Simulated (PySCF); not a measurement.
# Ar+ (argon, charge +1) across methods

[Ne] 3s2 3p4 4s1, high-spin 4P determinant (an excited configuration). Calculation: PySCF 2.14, in dyall-av3z (19s12p3d2f, 84 functions); the non-relativistic Hamiltonian (point nucleus).

| method | E (hartree) | mean ε 3p α (eV) | mean ε 3p β (eV) | mean ε 4s α (eV) | Σ⟨r²⟩ (bohr²) | ⟨S²⟩ |
| --- | --- | --- | --- | --- | --- | --- |
| TPSSh | -526.3685 | -30.001 | -27.580 | -8.682 | 32.29 | 3.754 |
| PW91 | -526.3496 | -28.991 | -26.595 | -8.592 | 31.97 | 3.753 |
| LDA | -524.7466 | -28.922 | -26.480 | -8.702 | 31.93 | 3.751 |
| UHF | -525.69604 | -36.107 | -32.863 | -10.454 | 32.78 | 3.759 |
| PBE0 | -526.1984 | -30.973 | -28.392 | -9.116 | 32.17 | 3.754 |
| PBE | -526.1613 | -28.938 | -26.518 | -8.540 | 32.04 | 3.753 |
| r2SCAN | -526.3150 | -29.739 | -27.106 | -8.593 | 32.48 | 3.755 |
| LC-wPBE | -526.2143 | -34.005 | -31.572 | -10.833 | 32.31 | 3.753 |

Question: Estimate the same row for HSE06.

Answer: E (hartree) = -526.2189; mean ε 3p α (eV) = -30.537; mean ε 3p β (eV) = -27.973; mean ε 4s α (eV) = -8.792; Σ⟨r²⟩ (bohr²) = 32.11; ⟨S²⟩ = 3.754.

The outer electron is Rydberg-like, and this basis confines it to a smaller radius and binds it less than a complete one would.
